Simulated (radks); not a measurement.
Polarisability of the scandium ion Sc+, [Ar] 3d1 4s1, at imaginary frequency. Calculated with a radial shooting solver on a logarithmic mesh with Libxc functionals: scalar-relativistic Kohn-Sham, PBE, spin-polarised, spherical densities, finite nucleus; open shells are filled with parallel spins first; Fermi nuclear charge, rms radius 3.5459 fm. Response by self-consistent Sternheimer equations with the Hartree and adiabatic LDA kernel, the relativistic mass of each level held fixed and spin-orbit coupling left out.

w (hartree)  alpha1(iw) (bohr^3)
0.00266                    54.89
0.0143                     54.39
0.0360                     51.79
0.0697                     44.92
0.118                      33.93
0.186                      22.56
0.280                      14.06
0.413                      8.735
0.605                      5.556
0.892                      3.575
1.35                       2.212
2.12                       1.217
3.59                      0.5469
6.94                      0.1849
17.5                     0.03967

Static values: alpha1 = 54.91 bohr^3 (8.137 angstrom^3; uncoupled 73.19). C6 = 364.3, triple-dipole C9 = 14200 atomic units. One-pole (London) frequency 4 C6 / (3 alpha1^2) = 0.161 hartree, against 0.376 for minus the highest occupied eigenvalue.
